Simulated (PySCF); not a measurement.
Zn(SH) (HSZn), SMILES [SH][Zn+], charge +1. Geometry optimised at PBE-D3(BJ)/def2-TZVP. The multiplicity is an assumed one; other spin states were not compared. The isomer is the one that the SMILES or the coordinates give; other isomers of the formula were not compared.

Method: PBE-D3(BJ)/def2-TZVP (PySCF).

Harmonic wavenumbers (cm⁻¹): 385, 685, 2560. Rotational constants (GHz): 278.0, 4.929, 4.844; symmetry number 1.

Question: Work out the zero-point energy and the ideal-gas rigid-rotor harmonic-oscillator thermochemistry at 298.15 K and 1 atm.

Answer: ZPE = ½ Σ hcν = ½ × 3629 cm⁻¹ = 21.71 kJ/mol. H − E(el) = 32.79 kJ/mol. Entropy in J/(mol K): translation 165.98, rotation 89.58, vibration 5.63, total 261.19. G − E(el) = -45.09 kJ/mol. Cp = 43.15 J/(mol K).
